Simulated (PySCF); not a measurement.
Excitation energy of Ca by level of theory

Ca [Ar] 4s2 (1S) → Ca [Ar] 3d2 (3F), as a difference of total energies. All numbers are calculated (PySCF 2.14, scalar relativity by spin-free X2C-1e, in x2c-TZVPPall with one added diffuse shell each of s, p, d type (7s6p4d, 45 functions)). Correlated levels: valence and next inner shell: [Ne] frozen. The calculations carry no spin-orbit coupling.

```json
{"method": "UHF", "excitation energy (cm⁻¹)": "45743"}
{"method": "MP2 (valence and next inner shell)", "excitation energy (cm⁻¹)": "52031"}
{"method": "SCS-MP2 (valence and next inner shell)", "excitation energy (cm⁻¹)": "53246"}
{"method": "CCSD (valence and next inner shell)", "excitation energy (cm⁻¹)": "52217"}
{"method": "CCSD(T) (valence and next inner shell)", "excitation energy (cm⁻¹)": "52318"}
```

The upper state lies above the first ionisation limit, where it may autoionise and the basis confines it.
